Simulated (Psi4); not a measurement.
Input for Psi4: SAPT0/jun-cc-pV(D+d)Z on C2H5F3 (a complex).

```
memory 2025 MB

molecule dimer {
0 1
C     0.08672985   -0.71236164   -0.22889416
F     0.32033012    0.51066980    0.40338687
H    -0.02825051   -1.47859878    0.53634464
H    -0.82289845   -0.62502595   -0.82320302
H     0.93838050   -0.93642624   -0.87133675
--
0 1
F     0.02989755   -1.11216262    3.08486284
C     0.28493594    0.20142357    3.36723849
F     0.32677353    0.34248939    4.72225178
H    -0.52937391    0.80654702    2.97105149
H     1.25675916    0.46397718    2.95153279
units angstrom
symmetry c1
no_reorient
no_com
}

set {
  basis jun-cc-pV(D+d)Z
  scf_type df
  freeze_core true
}

energy('sapt0')
```

Output:

```
[...]
==> Input File <==

--------------------------------------------------------------------------
memory 2025 MB

molecule dimer {
0 1
C     0.08672985   -0.71236164   -0.22889416
F     0.32033012    0.51066980    0.40338687
H    -0.02825051   -1.47859878    0.53634464
H    -0.82289845   -0.62502595   -0.82320302
H     0.93838050   -0.93642624   -0.87133675
--
0 1
F     0.02989755   -1.11216262    3.08486284
C     0.28493594    0.20142357    3.36723849
F     0.32677353    0.34248939    4.72225178
H    -0.52937391    0.80654702    2.97105149
H     1.25675916    0.46397718    2.95153279
units angstrom
symmetry c1
no_reorient
no_com
}

set {
  basis jun-cc-pV(D+d)Z
  scf_type df
  freeze_core true
}

energy('sapt0')
--------------------------------------------------------------------------


   => Loading Basis Set <=

    Name: JUN-CC-PV(D+D)Z
    Role: ORBITAL
    Keyword: BASIS
    atoms 1, 7      entry C          line   188 file jun-cc-pv_dpd_z.gbs
    atoms 2, 6, 8   entry F          line   290 file jun-cc-pv_dpd_z.gbs
    atoms 3-5, 9-10 entry H          line    60 file jun-cc-pv_dpd_z.gbs

   => Loading Basis Set <=

    Name: JUN-CC-PV(D+D)Z
    Role: ORBITAL
    Keyword: BASIS
    atoms 1, 7      entry C          line   188 file jun-cc-pv_dpd_z.gbs
    atoms 2, 6, 8   entry F          line   290 file jun-cc-pv_dpd_z.gbs
    atoms 3-5, 9-10 entry H          line    60 file jun-cc-pv_dpd_z.gbs


  //>>>>>>>>>>>>>>>>>>>>>>>>>>>>>>>>>>>//
  //              Dimer HF             //
  //<<<<<<<<<<<<<<<<<<<<<<<<<<<<<<<<<<<//

   => Libint2 <=

    Primary   basis highest AM E, G, H:  7, 6, 3
    Auxiliary basis highest AM E, G, H:  7, 7, 4
    Onebody   basis highest AM E, G, H:  -, -, -
    Solid Harmonics ordering:            Gaussian


   => Loading Basis Set <=

    Name: JUN-CC-PV(D+D)Z
    Role: ORBITAL
    Keyword: BASIS
    atoms 1, 7      entry C          line   188 file jun-cc-pv_dpd_z.gbs
    atoms 2, 6, 8   entry F          line   290 file jun-cc-pv_dpd_z.gbs
    atoms 3-5, 9-10 entry H          line    60 file jun-cc-pv_dpd_z.gbs


         ---------------------------------------------------------
                                   SCF
               by Justin Turney, Rob Parrish, Andy Simmonett
                          and Daniel G. A. Smith
                              RHF Reference
                        1 Threads,   1931 MiB Core
         ---------------------------------------------------------

  ==> Geometry <==

    Molecular point group: c1
    Full point group: C1

    Geometry (in Angstrom), charge = 0, multiplicity = 1:

       Center              X                  Y                   Z               Mass
    ------------   -----------------  -----------------  -----------------  -----------------
         C            0.086729850000    -0.712361640000    -0.228894160000    12.000000000000
         F            0.320330120000     0.510669800000     0.403386870000    18.998403162730
         H           -0.028250510000    -1.478598780000     0.536344640000     1.007825032230
         H           -0.822898450000    -0.625025950000    -0.823203020000     1.007825032230
         H            0.938380500000    -0.936426240000    -0.871336750000     1.007825032230
         F            0.029897550000    -1.112162620000     3.084862840000    18.998403162730
         C            0.284935940000     0.201423570000     3.367238490000    12.000000000000
         F            0.326773530000     0.342489390000     4.722251780000    18.998403162730
         H           -0.529373910000     0.806547020000     2.971051490000     1.007825032230
         H            1.256759160000     0.463977180000     2.951532790000     1.007825032230

  Running in c1 symmetry.

  Rotational constants: A =      0.35957  B =      0.02184  C =      0.02084 [cm^-1]
  Rotational constants: A =  10779.54489  B =    654.88460  C =    624.74362 [MHz]
  Nuclear repulsion =  181.859605436247477

  Charge       = 0
  Multiplicity = 1
  Electrons    = 44
  Nalpha       = 22
  Nbeta        = 22

  ==> Algorithm <==

  SCF Algorithm Type is DF.
  DIIS enabled.
  MOM disabled.
  Fractional occupation disabled.
  Guess Type is SAD.
  Energy threshold   = 1.00e-08
  Density threshold  = 1.00e-08
  Integral threshold = 1.00e-12

  ==> Primary Basis <==

  Basis Set: JUN-CC-PV(D+D)Z
    Blend: JUN-CC-PV(D+D)Z
    Number of shells: 55
    Number of basis functions: 115
    Number of Cartesian functions: 120
    Spherical Harmonics?: true
    Max angular momentum: 2

   => Loading Basis Set <=

    Name: (JUN-CC-PV(D+D)Z AUX)
    Role: JKFIT
    Keyword: DF_BASIS_SCF
    atoms 1, 7      entry C          line   146 file jun-cc-pvdz-jkfit.gbs
    atoms 2, 6, 8   entry F          line   314 file jun-cc-pvdz-jkfit.gbs
    atoms 3-5, 9-10 entry H          line    70 file jun-cc-pvdz-jkfit.gbs

  ==> Integral Setup <==

  DFHelper Memory: AOs need 0.052 GiB; user supplied 1.414 GiB.
  SCF_SUBTYPE=INCORE selected. In-core MEM_DF algorit
[...]
115A     42.873048

    Final Occupation by Irrep:
              A
    DOCC [    13 ]
    NA   [    13 ]
    NB   [    13 ]

  @DF-RHF Final Energy:  -237.92308664346373

   => Energetics <=

    Nuclear Repulsion Energy =             76.8868228514335073
    One-Electron Energy =                -483.4100574951963836
    Two-Electron Energy =                 168.6001480002991286
    Total Energy =                       -237.9230866434637335

Computation Completed


Properties will be evaluated at   0.000000,   0.000000,   0.000000 [a0]

Properties computed using the SCF density matrix


 Multipole Moments:

 ------------------------------------------------------------------------------------
     Multipole            Electronic (a.u.)      Nuclear  (a.u.)        Total (a.u.)
 ------------------------------------------------------------------------------------

 L = 1.  Multiply by 2.5417464519 to convert [e a0] to [Debye]
 Dipole X            :        -10.5427336           10.6713602            0.1286266
 Dipole Y            :          9.1121622           -8.4054894            0.7066728
 Dipole Z            :       -182.7875273          182.1507897           -0.6367376
 Magnitude           :                                                    0.9598781

 ------------------------------------------------------------------------------------

  Constructing Basis Sets for SAPT...

   => Loading Basis Set <=

    Name: (JUN-CC-PV(D+D)Z AUX)
    Role: RIFIT
    Keyword: DF_BASIS_SAPT
    atoms 1, 7      entry C          line   100 file jun-cc-pvdz-ri.gbs
    atoms 2, 6, 8   entry F          line   232 file jun-cc-pvdz-ri.gbs
    atoms 3-5, 9-10 entry H          line    30 file jun-cc-pvdz-ri.gbs

   => Loading Basis Set <=

    Name: (JUN-CC-PV(D+D)Z AUX)
    Role: JKFIT
    Keyword: DF_BASIS_ELST
    atoms 1, 7      entry C          line   146 file jun-cc-pvdz-jkfit.gbs
    atoms 2, 6, 8   entry F          line   314 file jun-cc-pvdz-jkfit.gbs
    atoms 3-5, 9-10 entry H          line    70 file jun-cc-pvdz-jkfit.gbs


  //>>>>>>>>>>>>>>>>>>>>>>>>>>>>>>>>>>>//
  //               SAPT0               //
  //<<<<<<<<<<<<<<<<<<<<<<<<<<<<<<<<<<<//



        SAPT0
    Ed Hohenstein
     6 June 2009

      Orbital Information
  --------------------------
    NSO        =       115
    NMO        =       115
    NRI        =       395
    NRI (Elst) =       510
    NOCC A     =         9
    NOCC B     =        13
    FOCC A     =         2
    FOCC B     =         3
    NVIR A     =       106
    NVIR B     =       102

    Elst10,r            =    -0.006171603842 [Eh]
    Exch10              =     0.003596037050 [Eh]
    Exch10 (S^2)        =     0.003592836863 [Eh]

    Maxiter = 50
    CPHF R converge = 1.000000E-08

    Iter     Energy [mEh]          dE [mEh]         Residual      Time [s]
       1      -0.54262580       0.542625801     4.231515e-03             0
       2      -0.66928907       0.126663271     1.999747e-03             1
       3      -0.68616035       0.016871275     4.567142e-04             1
       4      -0.68083161      -0.005328734     8.149420e-05             1
       5      -0.68116496       0.000333341     1.870942e-05             1
       6      -0.68119438       0.000029420     4.442930e-06             1
       7      -0.68118171      -0.000012661     1.146986e-06             1
       8      -0.68117939      -0.000002328     2.145999e-07             1
       9      -0.68118024       0.000000852     3.775934e-08             1
      10      -0.68118015      -0.000000089     7.042780e-09             1

    CHF Iterations converged

    Maxiter = 50
    CPHF R converge = 1.000000E-08

    Iter     Energy [mEh]          dE [mEh]         Residual      Time [s]
       1      -0.39205177       0.392051766     3.445687e-03             0
       2      -0.44464688       0.052595113     1.666380e-03             0
       3      -0.46379942       0.019152545     3.575145e-04             0
       4      -0.46076508      -0.003034348     9.470396e-05             0
       5      -0.46057991      -0.000185170     2.243322e-05             0
       6      -0.46070613       0.000126222     5.745039e-06             0
       7      -0.46071269       0.000006561     1.534287e-06             0
       8      -0.46070956      -0.000003127     4.715492e-07             0
       9      -0.46070788      -0.000001679     9.469277e-08             0
      10      -0.46070840       0.000000512     2.181274e-08             0
      11      -0.46070831      -0.000000089     3.819848e-09             0

    CHF Iterations converged

    Ind20,r (A<-B)      =    -0.000681180149 [Eh]
    Ind20,r (B<-A)      =    -0.000460708308 [Eh]
    Ind20,r             =    -0.001141888457 [Eh]
    Exch-Ind20,r (A<-B) =     0.000432685715 [Eh]
    Exch-Ind20,r (B<-A) =     0.000243169046 [Eh]
    Exch-Ind20,r        =     0.000675854761 [Eh]
    Disp20              =    -0.001773532014 [Eh]
    Disp20 (SS)         =    -0.000886766007 [Eh]
    Disp20 (OS)         =    -0.000886766007 [Eh]
    Exch-Disp20         =     0.000175391443 [Eh]
    Exch-Disp20 (SS)    =     0.000094413521 [Eh]
    Exch-Disp20 (OS)    =     0.000080977922 [Eh]

    SAPT Results
  --------------------------------------------------------------------------------------------------------
    Electrostatics                 -6.17160384 [mEh]      -3.87273988 [kcal/mol]     -16.20354365 [kJ/mol]
      Elst10,r                     -6.17160384 [mEh]      -3.87273988 [kcal/mol]     -16.20354365 [kJ/mol]

    Exchange                        3.59603705 [mEh]       2.25654732 [kcal/mol]       9.44139397 [kJ/mol]
      Exch10                        3.59603705 [mEh]       2.25654732 [kcal/mol]       9.44139397 [kJ/mol]
      Exch10(S^2)                   3.59283686 [mEh]       2.25453917 [kcal/mol]       9.43299188 [kJ/mol]

    Induction                      -0.67426319 [mEh]      -0.42310654 [kcal/mol]      -1.77027777 [kJ/mol]
      Ind20,r                      -1.14188846 [mEh]      -0.71654582 [kcal/mol]      -2.99802773 [kJ/mol]
      Exch-Ind20,r                  0.67585476 [mEh]       0.42410527 [kcal/mol]       1.77445643 [kJ/mol]
      delta HF,r (2)               -0.20822950 [mEh]      -0.13066598 [kcal/mol]      -0.54670647 [kJ/mol]

    Dispersion                     -1.59814057 [mEh]      -1.00284835 [kcal/mol]      -4.19591749 [kJ/mol]
      Disp20                       -1.77353201 [mEh]      -1.11290814 [kcal/mol]      -4.65640766 [kJ/mol]
      Exch-Disp20                   0.17539144 [mEh]       0.11005979 [kcal/mol]       0.46049017 [kJ/mol]
      Disp20 (SS)                  -0.88676601 [mEh]      -0.55645407 [kcal/mol]      -2.32820383 [kJ/mol]
      Disp20 (OS)                  -0.88676601 [mEh]      -0.55645407 [kcal/mol]      -2.32820383 [kJ/mol]
      Exch-Disp20 (SS)              0.09441352 [mEh]       0.05924538 [kcal/mol]       0.24788267 [kJ/mol]
      Exch-Disp20 (OS)              0.08097792 [mEh]       0.05081441 [kcal/mol]       0.21260751 [kJ/mol]

  Total HF                         -3.24982999 [mEh]      -2.03929910 [kcal/mol]      -8.53242745 [kJ/mol]
  Total SAPT0                      -4.84797056 [mEh]      -3.04214745 [kcal/mol]     -12.72834494 [kJ/mol]

  Special recipe for scaled SAPT0 (see Manual):
    Electrostatics sSAPT0          -6.17160384 [mEh]      -3.87273988 [kcal/mol]     -16.20354365 [kJ/mol]
    Exchange sSAPT0                 3.59603705 [mEh]       2.25654732 [kcal/mol]       9.44139397 [kJ/mol]
    Induction sSAPT0               -0.67245561 [mEh]      -0.42197226 [kcal/mol]      -1.76553195 [kJ/mol]
    Dispersion sSAPT0              -1.59767148 [mEh]      -1.00255399 [kcal/mol]      -4.19468590 [kJ/mol]
  Total sSAPT0                     -4.84569388 [mEh]      -3.04071882 [kcal/mol]     -12.72236753 [kJ/mol]
  --------------------------------------------------------------------------------------------------------



*** Psi4 exiting successfully. Buy a developer a beer!
```

The run finished.

Cost: very roughly 14 core-seconds.
